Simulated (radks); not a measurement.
Task: These are the eigenvalues of the occupied orbitals of an atom or ion with whole-number occupations (Ry). Method: scalar-relativistic Kohn-Sham, PBE, spin-unpolarised, spherical densities, finite nucleus; Fermi nuclear charge, rms radius of each element as measured or else 0.836 A^(1/3) + 0.57 fm; computed with a radial shooting solver on a logarithmic mesh with Libxc functionals.

orbital  eigenvalue
1s        -4501.671
2s        -764.1036
2p        -673.7210
3s        -173.6169
3p        -146.3622
3d        -113.1435
4s        -35.51316
4p        -26.54246
4d        -14.72298
5s         -5.15847
5p         -3.01386
4f         -1.72934
6s         -0.78346
5d         -0.68782

Which element is it, and in what charge state? The configuration may be excited.

Result: Z = 70, ytterbium, charge +1: Yb+ in [Xe] 4f12 5d2 6s1. The list shows which subshells hold electrons but not how many an open one holds; the 1s level, -2250.8 hartree, gives Z - s = 67.1 by -(Z - s)^2/2, which with screening and relativity narrows Z to a few neighbours, and the depths of the outer levels then fix element, charge and occupations together.
